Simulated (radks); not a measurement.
Results of a calculation; reference values are marked as such.
Species: W2+. Configuration: [Kr] 4d10 4f14 5s1.5 5p6 5d4.5 (fractional occupations, a model configuration). Code: a radial shooting solver on a logarithmic mesh with Libxc functionals. Model: scalar-relativistic Kohn-Sham, r2SCAN, spin-polarised, spherical densities, finite nucleus; open shells are filled with parallel spins first (spin-orbit coupling, left out, can overturn this in heavy ions); meta-GGA in the generalised Kohn-Sham scheme; Fermi nuclear charge, rms radius 5.3658 fm. Some entries of the table are withheld. Estimate them.

orbital,occ.,eigenvalue (hartree),<1/r> (bohr^-1)
1s up,1,-2557.056,87.05
1s down,1,-2557.054,87.05
2s up,1,-442.8478,20.37
2s down,1,-442.8339,20.37
2p up,3,-387.3045,18.45
2p down,3,-387.2934,18.45
3s up,1,-102.8549,7.555
3s down,1,-102.8532,7.554
3p up,3,-86.32867,6.969
3p down,3,-86.32586,6.969
3d up,5,-67.28219,6.575
3d down,5,-67.27397,6.575
4s up,1,-21.95270,3.199
4s down,1,-21.93953,3.198
4p up,3,-16.50753,2.910
4p down,3,-16.49549,2.909
4d up,5,-9.56940,2.587
4d down,5,-9.55423,2.589
5s up,1,-3.65683,1.244
5s down,0.5,-3.53571,1.258
5p up,3,-2.32103,1.049
5p down,3,-2.17451,1.065
4f up,7,-1.89769,2.081
4f down,7,-1.86817,2.096
5d up,4.5,(1),0.7127
5d down,0,(2),0.7131

Answer. 
(1) 5d up eigenvalue (hartree): -0.81006
(2) 5d down eigenvalue (hartree): -0.63186
